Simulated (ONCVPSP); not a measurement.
**Transferability test, ONCV potential for Zr (Z = 40)**

* Element: Zr (Z = 40)
* Generator: ONCVPSP 4.0.1
* Type: optimised norm-conserving Vanderbilt (ONCV)
* Functional: PBE
* Relativity: fully relativistic
* Frozen core: [Ar] 3d10
* Valence charge: 12
* Reference configuration: 4s2 4p6 4d2 5s2
* Partial waves: 4s+5s: rc 1.60 bohr, ncon 4, nbas 7, qcut 6.8 1/bohr, 2 projectors; 4p: rc 2.20 bohr, ncon 4, nbas 7, qcut 6.4 1/bohr, 2 projectors, debl 2 Ha; 4d: rc 1.90 bohr, ncon 4, nbas 8, qcut 6 1/bohr, 3 projectors, debl 2.8 Ha
* Local potential: polynomial inside 1.60 bohr (lpopt 5, dvloc0 4 Ha)
* Core correction: Teter function, fcfact 2.25, rcfact 1.4

Open shells are filled in proportion to 2j + 1.

Energies are relative to the spin-unpolarised reference configuration 4s2 4p6 4d2 5s2; without spin polarisation the order of configurations can differ from experiment.

| valence configuration | charge | ΔE all-electron (eV) | error AE − PS (meV) |
| --- | --- | --- | --- |
| 4s2 4p6 4d2 5s1 | +1 | 7.138 | -0.1 |
| 4s2 4p6 4d2 5s0 | +2 | 20.078 | -1.0 |
| 4s2 4p6 4d2.5 5s1.5 | 0 | 0.514 | -0.1 |

Question: What are ΔE and the potential's error for 4s2 4p6 4d1 5s0?

Answer: ΔE = 42.701 eV all-electron; the error (AE − PS) is +5.7 meV.
